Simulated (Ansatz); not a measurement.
Relaxation of C₂H₆AlFO (11 atoms, charge 0, multiplicity 1), to a largest force component of 0.015 eV/Å in at most 40 steps.

Computed with RKS PBE-D4/def2-SVP (Ansatz 0.2.0).

```xyz
11
Properties=species:S:1:pos:R:3
C -0.311 -0.299 1.375
C 0.764 -0.434 0.354
F 0.904 -1.773 0.063
Al 0.450 0.551 -1.353
O -1.122 0.110 -2.335
H -0.113 -0.784 2.296
H -1.284 -0.658 0.959
H -0.456 0.838 1.599
H 1.716 -0.011 0.822
H 1.357 1.696 -1.832
H -1.839 0.707 -1.928
```

Q: Where does it end, and by what steps?

A: It converged. After 21 steps the energy has fallen by 0.897 eV; H10 moved furthest, 0.90 Å. Joined: F3–Al4.

```
step  energy less start (eV)  largest force component (eV/Å)  accepted
   0                  0.0000                           2.776       yes
   1                 -0.3962                           1.368       yes
   2                 -0.5319                           0.542       yes
   3                 -0.5718                           0.663       yes
   4                 -0.5812                           2.188       yes
   5                 -0.7206                           0.696       yes
   6                 -0.5990                           1.247        no
   7                 -0.7636                           0.869       yes
   8                 -0.7854                           0.319       yes
   9                 -0.7962                           0.103       yes
  10                 -0.7955                           0.268        no
  11                 -0.8027                           0.101       yes
  12                 -0.8144                           0.172       yes
  13                 -0.8399                           0.388       yes
  14                 -0.8527                           0.490       yes
  15                 -0.8798                           0.356       yes
  16                 -0.8902                           0.166       yes
  17                 -0.8920                           0.187       yes
  18                 -0.8959                           0.064       yes
  19                 -0.8965                           0.027       yes
  20                 -0.8966                           0.021       yes
  21                 -0.8967                           0.007       yes
```

```xyz
11
Properties=species:S:1:pos:R:3
C -0.407 -0.292 1.459
C 0.684 0.081 0.504
F 0.922 -1.166 -0.459
Al 0.492 0.512 -1.413
O -1.045 0.479 -2.187
H -0.166 -1.188 2.071
H -1.385 -0.450 0.961
H -0.531 0.563 2.160
H 1.669 0.181 1.001
H 1.711 1.011 -2.296
H -1.881 0.212 -1.778
```

Whether the end is a true minimum wasn't checked by a vibrational analysis.

Time of the run: 48 s on 2 threads of Arm Neoverse V1, with other jobs on the host, peak memory 0.15 GiB.
